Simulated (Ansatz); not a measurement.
Cartesian coordinates in Å:
```
C -0.0469 -0.2092 -1.5714
Zr -0.1414 0.4295 0.5571
O -1.2640 -0.8525 1.4319
O 1.6724 0.4468 1.1723
F -0.9162 2.1830 0.5718
H -1.0474 -0.2369 -2.0180
H 0.5656 0.4814 -2.1623
H 0.3897 -1.2090 -1.6706
H -1.7028 -1.4481 2.0315
H 2.4910 0.4151 1.6577
```

Total charge 0; spin multiplicity 1. Zr takes the def2 core potential.

(1) List the CAM-B3LYP/def2-TZVPP orbital energies in eV (Ansatz 0.2.0). (Estimate.)

## Answers

(1) Computed: Occupied: -672.47, -522.45, -522.45, -277.58, -60.62, -37.67, -37.37, -36.78, -32.02, -28.55, -28.28, -20.07, -15.87, -15.51, -13.48, -13.03, -12.94, -12.33, -12.16, -11.41, -11.25, -11.07, -10.95, -8.87. Lowest empty: 0.31, 0.94, 1.12, 1.14, 1.30, 1.42, 1.74, 1.78.
